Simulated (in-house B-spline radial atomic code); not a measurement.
N. Computed with a B-spline radial atomic code. Model: non-relativistic spherical atom: semilocal Troullier-Martins pseudo-atom, one channel per l, against all electrons, high spin, G0W0 and RPA with empty states to l = 8, local potential for every l without a channel, a model core (radius 0 = none) keeps its share of the functional.

What the tables leave out is listed at the end.

The pseudopotential gives back the lowest level of each angular momentum of its own functional in the configuration it was made in; a second state of the same l is only approximately right. Exact exchange, RPA and GW see the smooth pseudo-orbitals and miss the exchange with the core, for which the functional's share stands in. The column with an uncorrelated core keeps all orbitals and exact exchange, and so separates missing core correlation from pseudisation. Only the three outermost levels and the lowest empty one were computed. RPA here is direct RPA, with no exchange kernel, and its energies carry an (l + 1/2)⁻⁴ tail. A hybrid on a potential with a model core restores only its own semilocal share of the core's exchange.

Command:
```bash
python run_psgw.py task.json out
```
Settings (lengths in bohr, energies in hartree):
```
Z                      7
electrons              7
configuration          [He] 2s2 2p3
generated_in           [He] 2s2 2p3
functional             pbe,pbe
core_shells            1
radius_factor          1.3
core_correction        True
```

Time taken, with all properties: 16 s on 1 thread of Arm Neoverse N1, on a shared host.

Given: made with PBE; model core radius 0.429 bohr; local radius 1.406 bohr; mean-field start PBE.

Valence shells of the generating configuration: 2s, 2p.

Channel: s 1.318, p 1.907 (radii in bohr).

Computed: largest level miss in the spin-unpolarised generating configuration 0 eV; valence RPA correlation energy pseudo -0.22792 hartree; all-electron RPA polarisability, core included 7.031 bohr³; pseudo-atom RPA polarisability 6.9642 bohr³.

```tsv
level	occupied	mean-field all-electron (eV)	mean-field pseudo minus all (eV)	G0W0 all-electron (eV)	G0W0 uncorrelated core minus all (eV)	G0W0 pseudo minus all (eV)	exchange self-energy all-electron (eV)	exchange self-energy pseudo (eV)
2p up	1	-8.3043	-0.053	-13.532	0.052	0.003	-25.378	-24.578
2s down	1	-15.281	0.111	-20.373	0.046	-0.058	-19.991	-18.198
```

**Question.** What is the valence RPA correlation energy all-electron orbitals?

**Answer.** -0.23434 hartree.

Given: mean-field start PBE0.

Computed: valence RPA correlation energy all-electron orbitals -0.21539 hartree; valence RPA correlation energy pseudo -0.20945 hartree; pseudo-atom RPA polarisability 5.7656 bohr³.

```csv
level,occupied,mean-field all-electron (eV),mean-field pseudo minus all (eV),G0W0 all-electron (eV),G0W0 uncorrelated core minus all (eV),G0W0 pseudo minus all (eV),exchange self-energy all-electron (eV),exchange self-energy pseudo (eV)
2p up,1,-10.216,-0.054,-14.207,0.057,0.005,-25.516,-24.703
2s down,1,-16.81,0.182,-20.739,0.052,0.043,-19.908,-18.103
```

**Question.** What is the all-electron RPA polarisability, core included?

**Answer.** 5.783 bohr³.

Among the listed levels the largest G0W0 shift of the pseudo-atom is -0.06 eV, for 2s down on the PBE start, while leaving the core uncorrelated moves that level by +0.05 eV. The rest, -0.10 eV, comes from pseudisation and the lost core exchange. Not in the tables (levels of low weight, unsolved or above zero; the highest and the empty levels are kept at any weight): on PBE the G0W0 levels 2s up (pseudo minus all -0.08 eV, weights 0.16 and 0.16), 2p down (pseudo minus all +0.12 eV, weights 0.83 and 0.82); on PBE0 the G0W0 levels 2s up (pseudo minus all +0.03 eV, weights 0.30 and 0.35), 2p down (pseudo minus all +0.09 eV, weights 0.91 and 0.90); no Hartree-Fock pseudo-atom is run with a model core.
